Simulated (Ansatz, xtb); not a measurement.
H2MgSi2Te: which of two structures lies lower

Structure X is a singlet given by its coordinates and structure Y is a singlet given by its coordinates. Both are isolated molecules in the gas phase, relaxed with B3LYP-D3(BJ)/def2-SVP.

X (Å):

```yaml
atoms:
  - { symbol: Mg, position_ang: [-2.1074, 0.6839, 1.0833] }
  - { symbol: Si, position_ang: [-0.8470, -1.0777, 2.4897] }
  - { symbol: Si, position_ang: [-2.3430, -2.4293, 3.7462] }
  - { symbol: Te, position_ang: [-3.0864, -0.0261, 3.7947] }
  - { symbol: H, position_ang: [-2.6607, 1.6719, -0.1719] }
  - { symbol: H, position_ang: [0.2932, -0.7852, 3.4404] }
```

Close contacts (Å): Mg1–Si2 2.58, Mg1–Te4 2.97, Si2–Si3 2.38, Si2–Te4 2.80, Si3–Te4 2.52, Mg1–H5 1.69, Si2–H6 1.51.

Y (Å):

```yaml
atoms:
  - { symbol: Mg, position_ang: [-2.2594, 0.2247, 0.8741] }
  - { symbol: Si, position_ang: [-1.2560, 0.5107, 3.2268] }
  - { symbol: Si, position_ang: [-2.1701, -2.0760, 2.7136] }
  - { symbol: Te, position_ang: [-2.3685, -1.0981, 4.9308] }
  - { symbol: H, position_ang: [-2.8823, 0.4639, -0.6802] }
  - { symbol: H, position_ang: [0.1675, -0.0185, 3.2669] }
```

Close contacts (Å): Mg1–Si2 2.57, Mg1–Si3 2.95, Si2–Si3 2.79, Si2–Te4 2.59, Si3–Te4 2.43, Mg1–H5 1.69, Si2–H6 1.52.

Problem. Estimate E(Y) − E(X) at the level CCSD(T)/def2-SVP + ΔMP2/def2-TZVPP.

Solution. Calculated at CCSD(T)/def2-SVP + ΔMP2/def2-TZVPP: E(Y) − E(X) = +39.3 kJ/mol, so structure X lies lower.

Level by level:

```
                             level               geometry  E(Y) − E(X) (kJ/mol)  departure from the last row (kJ/mol)  job, with rough time for the two
             B3LYP-D3(BJ)/def2-SVP  B3LYP-D3(BJ)/def2-SVP                   +44.3                                  +5.0             optimisation, 1.7 min
                       HF/def2-SVP  B3LYP-D3(BJ)/def2-SVP                   +70.8                                 +31.5           part of the CCSD(T) run
                      MP2/def2-SVP  B3LYP-D3(BJ)/def2-SVP                   +48.2                                  +8.9           part of the CCSD(T) run
                  CCSD(T)/def2-SVP  B3LYP-D3(BJ)/def2-SVP                   +45.9                                  +6.6                      single point
CCSD(T)/def2-SVP + ΔMP2/def2-TZVPP  B3LYP-D3(BJ)/def2-SVP                   +39.3                                                      single point, 45 s
```

The levels shown agree on the order. The largest departure from CCSD(T)/def2-SVP + ΔMP2/def2-TZVPP is that of HF/def2-SVP, 31.5 kJ/mol. Levels run at GFN2-xTB geometries aren't shown. The last row adds to CCSD(T) the change of the MP2 difference between the two basis sets, here −6.6 kJ/mol.

With harmonic frequencies from B3LYP-D3(BJ)/def2-SVP (ideal gas, rigid rotor, one conformer each, 298.15 K, 1 atm): on the last row, ΔE + ΔZPE = +38.8, ΔH = +39.2, ΔG = +37.2 kJ/mol.

The T1 diagnostic of structure Y is large, so the coupled-cluster value is less sure. The correlated steps freeze 15 core orbitals; the filled d shell of Te is correlated; the last core shell of Mg is correlated, in a basis made for valence electrons. Atoms past krypton carry core potentials in the def2 sets and no spin–orbit term is included. Programs: Ansatz 0.2.0; the last row on 1 thread of Arm Neoverse V2 on a shared host.
